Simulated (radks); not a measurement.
The mean radii <r> (bohr) of the occupied orbitals of an atom or ion are listed with their occupations. Method: non-relativistic Kohn-Sham, Wu-Cohen GGA, spin-polarised, spherical densities, point nucleus; computed with a radial shooting solver on a logarithmic mesh with Libxc functionals.

| orbital | occ. | <r> |
|---|---|---|
| 1s up | 1 | 0.4203 |
| 1s down | 1 | 0.4201 |
| 2s up | 1 | 2.259 |

Name the element and its charge. Open shells, if any, are filled with parallel spins first.

Answer. Z = 4, beryllium, charge +1: Be+ in [He] 2s1. The 1s radius gives Z: for a bare nucleus <r> = 1.5/Z, 0.375 bohr for Z = 4, and screening makes it slightly larger (0.4203 here). The occupations add up to 3, and the charge is Z minus that.
